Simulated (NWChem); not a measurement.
System: CuH2OCl; SMILES [OH2]->[Cu][Cl]

Here is an NWChem input.

```
start job
memory heap 200 mb stack 900 mb global 1100 mb
geometry units angstroms
  Cu    -0.028740    -0.260323     0.179147
  Cl     0.067434     1.407455    -0.974074
  O     -0.085655    -1.827326     1.264666
  H      0.358155    -1.595035     2.091865
  H      0.441475    -2.492446     0.801059
end
basis spherical
  * library 6-31g*
end
dft
  xc b3lyp
  iterations 150
end
driver
  maxiter 120
end
task dft optimize
task dft freq
```

The level has its own optimisation; frequencies are unscaled.

### Question
Give the results of this calculation. (B3LYP/6-31G* (spherical d).) Quantities: r Cl–Cu (Å); r Cu–O (Å); r H–O (Å); highest harmonic frequency (cm⁻¹); lowest (cm⁻¹); zero-point energy (kcal/mol); dipole (D).

### Answer
```yaml
r Cl–Cu (Å): 2.057
r Cu–O (Å): 1.858
r H–O (Å): 0.974
highest harmonic frequency (cm⁻¹): 3757
lowest (cm⁻¹): 86
zero-point energy (kcal/mol): 16.1
dipole (D): 8.21
```
